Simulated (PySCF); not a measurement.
PySCF input (M06-L/def2-TZVPD):

```python
from pyscf import gto, scf, dft

mol = gto.M(
    atom='''
    Sn   -0.22632255   -0.10713605   -0.18719715
    O     1.25384322    0.49019374    1.01936476
    H     1.28538196    1.43525240    1.20493941
    ''',
    basis='def2-tzvpd',
    ecp='def2-tzvp',
    charge=0,
    spin=1,
    verbose=4,
)

mf = dft.UKS(mol, xc='m06l').density_fit(auxbasis='def2-universal-jkfit')
mf.grids.level = 4
mf.conv_tol = 1e-9
mf.max_cycle = 100
mf.max_memory = 1500
mf.kernel()
if not mf.converged:
    mf = mf.newton()
    mf.kernel(mf.make_rdm1())
for _ in range(2):
    mo, _, stable, _ = mf.stability(return_status=True)
    if stable:
        break
    mf.kernel(mf.make_rdm1(mo, mf.mo_occ))
mf.analyze()
```

End of the output:

```
Extra cycle  E= -290.302220112036  delta_E= 1.68e-11  |g|= 9.94e-06  |ddm|= 1.63e-05
converged SCF energy = -290.302220112036  <S^2> = 0.75217735  2S+1 = 2.0021762
uhf_internal: lowest eigs of H = [0.18050237 0.24974552 0.26227395]
<class 'pyscf.df.df_jk.DFUKS'> wavefunction is stable in the internal stability analysis
**** SCF Summaries ****
Total Energy =                        -290.302220112035627
Nuclear Repulsion Energy =              55.471380839045665
One-electron Energy =                 -591.634359472944652
Two-electron Energy =                  245.860758521863374
Two-electron Coulomb Energy =          273.049196900046752
DFT Exchange-Correlation Energy =      -27.188438378183363
HOMO-LUMO gap [eV] =                     0.762486342225602
**** MO energy ****
                             alpha | beta                alpha | beta
MO #1   energy= -18.9509940581229  | -18.9502270163032  occ= 1 | 1
MO #2   energy= -5.00881758547139  | -5.00804943880885  occ= 1 | 1
MO #3   energy= -3.36887282754003  | -3.3681868159852   occ= 1 | 1
MO #4   energy= -3.35850792789843  | -3.35774364751271  occ= 1 | 1
MO #5   energy= -3.35723820270133  | -3.35554540526221  occ= 1 | 1
MO #6   energy= -0.985361693527857 | -0.984387391315376 occ= 1 | 1
MO #7   energy= -0.967545094165178 | -0.966056090094377 occ= 1 | 1
MO #8   energy= -0.966698069586274 | -0.962460593913356 occ= 1 | 1
MO #9   energy= -0.965995644143403 | -0.961622322916183 occ= 1 | 1
MO #10  energy= -0.959243397588541 | -0.954841601694504 occ= 1 | 1
MO #11  energy= -0.913652946000468 | -0.911227683747111 occ= 1 | 1
MO #12  energy= -0.45630282072516  | -0.448565757478548 occ= 1 | 1
MO #13  energy= -0.363179409960178 | -0.349533065370775 occ= 1 | 1
MO #14  energy= -0.274230048536947 | -0.273437606064498 occ= 1 | 1
MO #15  energy= -0.268400469599438 | -0.260092251241411 occ= 1 | 1
MO #16  energy= -0.131647554388561 | -0.103626697910865 occ= 1 | 0
MO #17  energy= -0.110017125559484 | -0.094411351817919 occ= 0 | 0
MO #18  energy= -0.0271501194196944 | -0.0232332818004224 occ= 0 | 0
MO #19  energy= 0.0167381282182575 | 0.0317378924856655 occ= 0 | 0
MO #20  energy= 0.053905112758619  | 0.0627726971567307 occ= 0 | 0
MO #21  energy= 0.0660422973189085 | 0.0781211223858621 occ= 0 | 0
MO #22  energy= 0.070338299713622  | 0.0896573359324106 occ= 0 | 0
MO #23  energy= 0.0800335351754074 | 0.0910697871278918 occ= 0 | 0
MO #24  energy= 0.0868331239148198 | 0.0952630313127394 occ= 0 | 0
MO #25  energy= 0.0931747645952093 | 0.110623997212428  occ= 0 | 0
MO #26  energy= 0.100700010931618  | 0.121983755840835  occ= 0 | 0
MO #27  energy= 0.103212986225767  | 0.127503499082561  occ= 0 | 0
MO #28  energy= 0.153258627109896  | 0.168604849654475  occ= 0 | 0
MO #29  energy= 0.15863126451858   | 0.17010844881178   occ= 0 | 0
MO #30  energy= 0.168691318504545  | 0.176140149276539  occ= 0 | 0
MO #31  energy= 0.177664851664137  | 0.190495633664483  occ= 0 | 0
MO #32  energy= 0.237744085555617  | 0.248391225571526  occ= 0 | 0
MO #33  energy= 0.241296603617814  | 0.257835316468967  occ= 0 | 0
MO #34  energy= 0.247127985190648  | 0.273952230589593  occ= 0 | 0
MO #35  energy= 0.254329304094491  | 0.285223627565416  occ= 0 | 0
MO #36  energy= 0.262815591927654  | 0.286467564596327  occ= 0 | 0
MO #37  energy= 0.276707972195129  | 0.293935465799647  occ= 0 | 0
MO #38  energy= 0.287443115493886  | 0.312667639814784  occ= 0 | 0
MO #39  energy= 0.338502984346914  | 0.351205343719926  occ= 0 | 0
MO #40  energy= 0.34874368853422   | 0.366245539163795  occ= 0 | 0
MO #41  energy= 0.378810854736397  | 0.38240321589939   occ= 0 | 0
MO #42  energy= 0.454929019230757  | 0.452313620729469  occ= 0 | 0
MO #43  energy= 0.470092975872874  | 0.468989951755647  occ= 0 | 0
MO #44  energy= 0.507769830525823  | 0.50914641074431   occ= 0 | 0
MO #45  energy= 0.522863390242347  | 0.518474778539271  occ= 0 | 0
MO #46  energy= 0.564050683742785  | 0.571362654758289  occ= 0 | 0
MO #47  energy= 0.641272295815273  | 0.642011849731773  occ= 0 | 0
MO #48  energy= 0.674432944010572  | 0.681369294085329  occ= 0 | 0
MO #49  energy= 0.707147033582618  | 0.71055741523632   occ= 0 | 0
MO #50  energy= 0.715055051234758  | 0.73390570572316   occ= 0 | 0
MO #51  energy= 0.729867973147976  | 0.755649602990471  occ= 0 | 0
MO #52  energy= 0.732533916097041  | 0.767317246658391  occ= 0 | 0
MO #53  energy= 0.757803560427416  | 0.770601233781618  occ= 0 | 0
MO #54  energy= 0.778462933226152  | 0.778051983642994  occ= 0 | 0
MO #55  energy= 0.824110079223544  | 0.841561847007302  occ= 0 | 0
MO #56  energy= 0.859391897072662  | 0.864464224243765  occ= 0 | 0
MO #57  energy= 0.93040781277189   | 0.92870727349629   occ= 0 | 0
MO #58  energy= 0.997029972450456  | 0.998689957198835  occ= 0 | 0
MO #59  energy= 1.02104334303892   | 1.02229071430202   occ= 0 | 0
MO #60  energy= 1.04268309220799   | 1.058816116933     occ= 0 | 0
MO #61  energy= 1.10113602732303   | 1.10836844889719   occ= 0 | 0
MO #62  energy= 1.17592698355233   | 1.18179623304949   occ= 0 | 0
MO #63  energy= 1.18246001726098   | 1.20821443413059   occ= 0 | 0
MO #64  energy= 1.19288591780979   | 1.2088244325219    occ= 0 | 0
MO #65  energy= 1.23783608178355   | 1.25466460854548   occ= 0 | 0
MO #66  energy= 1.27805190015888   | 1.28445171188472   occ= 0 | 0
MO #67  energy= 1.61178791386259   | 1.61064210941008   occ= 0 | 0
MO #68  energy= 1.71142531534149   | 1.71346346263282   occ= 0 | 0
MO #69  energy= 1.78231400519539   | 1.78384800480133   occ= 0 | 0
MO #70  energy= 1.83866542115852   | 1.84012808408426   occ= 0 | 0
MO #71  energy= 2.06162698460844   | 2.06159775381006   occ= 0 | 0
MO #72  energy= 2.1599086404524    | 2.16206093254282   occ= 0 | 0
MO #73  energy= 2.26788960407844   | 2.27377831531224   occ= 0 | 0
MO #74  energy= 2.26874447079435   | 2.27554775351725   occ= 0 | 0
MO #75  energy= 2.30461240498002   | 2.30909894860421   occ= 0 | 0
MO #76  energy= 2.32874977363949   | 2.33268187438717   occ= 0 | 0
MO #77  energy= 2.33061037086926   | 2.33466714402537   occ= 0 | 0
MO #78  energy= 2.4321689151457    | 2.43329450895317   occ= 0 | 0
MO #79  energy= 2.45383502922578   | 2.45753341323747   occ= 0 | 0
MO #80  energy= 2.51422617437223   | 2.51930281322662   occ= 0 | 0
MO #81  energy= 2.54884638538686   | 2.55354126359572   occ= 0 | 0
MO #82  energy= 2.85929760029416   | 2.85878802797666   occ= 0 | 0
MO #83  energy= 2.8925834813607    | 2.89575119348028   occ= 0 | 0
MO #84  energy= 3.03634006057652   | 3.04132028169336   occ= 0 | 0
MO #85  energy= 3.26699422498054   | 3.26867569301503   occ= 0 | 0
MO #86  energy= 3.38584902593739   | 3.39065823823515   occ= 0 | 0
MO #87  energy= 3.9725256700006    | 3.9750338371178    occ= 0 | 0
MO #88  energy= 5.27394575544688   | 5.27789530486715   occ= 0 | 0
MO #89  energy= 5.30806266843819   | 5.312154078206     occ= 0 | 0
MO #90  energy= 5.36639915048705   | 5.36823308394208   occ= 0 | 0
MO #91  energy= 5.43805786582487   | 5.4398193214198    occ= 0 | 0
MO #92  energy= 5.57401915486841   | 5.57691200674719   occ= 0 | 0
MO #93  energy= 5.58909790177632   | 5.59332188458051   occ= 0 | 0
MO #94  energy= 6.35956255333906   | 6.36496334308852   occ= 0 | 0
MO #95  energy= 6.57287604356144   | 6.57708193869846   occ= 0 | 0
MO #96  energy= 6.61184361719657   | 6.61745944340468   occ= 0 | 0
MO #97  energy= 6.64141481223174   | 6.64466748522741   occ= 0 | 0
MO #98  energy= 6.88945397650328   | 6.89298101667716   occ= 0 | 0
MO #99  energy= 7.20453181064122   | 7.21354998306897   occ= 0 | 0
MO #100 energy= 36.5895444318203   | 36.5927678695948   occ= 0 | 0
MO #101 energy= 36.9318260763627   | 36.9319733964745   occ= 0 | 0
MO #102 energy= 36.9418893048144   | 36.948420927556    occ= 0 | 0
MO #103 energy= 37.2105262263241   | 37.2109993978834   occ= 0 | 0
MO #104 energy= 43.8059338491297   | 43.8058826413804   occ= 0 | 0
[...]
```

It need not be the lowest isomer of its formula.
